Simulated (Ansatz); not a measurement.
Li3N. The state is a singlet with charge 0. Geometry relaxed at PBE0-D4/def2-TZVP.

```
atom   x (Å)   y (Å)   z (Å)
 Li1   0.945  -0.374   1.386
 Li2  -1.697  -0.271   0.018
 Li3   0.750   0.659  -1.399
  N4   0.002  -0.015  -0.006
```

The structure comes from a short search, and lower isomers may exist.

(1) Estimate the harmonic wavenumbers at RKS PBE0-D4/def2-TZVP (Ansatz, unscaled). Is this a minimum?

## Answers

(1) 131, 218, 218, 692, 903, 903 cm⁻¹. Yes, no mode is imaginary beyond noise. Zero-point energy 18.3 kJ/mol. Hardware: 4 threads of Arm Neoverse V1 on a shared host. Wall time 8.5 s.
